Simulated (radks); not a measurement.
Results of a calculation; reference values are marked as such.
Question: All-electron atom: B III in 1s1 2s1 3s1 (not the ground configuration). Level of theory: scalar-relativistic Kohn-Sham, LDA (Slater exchange, VWN5 correlation), spin-polarised, spherical densities, finite nucleus; open shells are filled with parallel spins first; Fermi nuclear charge, rms radius 2.406 fm (a radial shooting solver on a logarithmic mesh with Libxc functionals). Some entries of the table are withheld. Estimate them.

orbital,occ.,eigenvalue (eV),<1/r> (bohr^-1)
1s up,1,-271.8550,(1)
2s up,1,-45.6756,(2)
3s up,1,(3),0.4074

Answer: 
(1) 1s up <1/r> (bohr^-1): 4.932
(2) 2s up <1/r> (bohr^-1): 1.068
(3) 3s up eigenvalue (eV): -15.2673
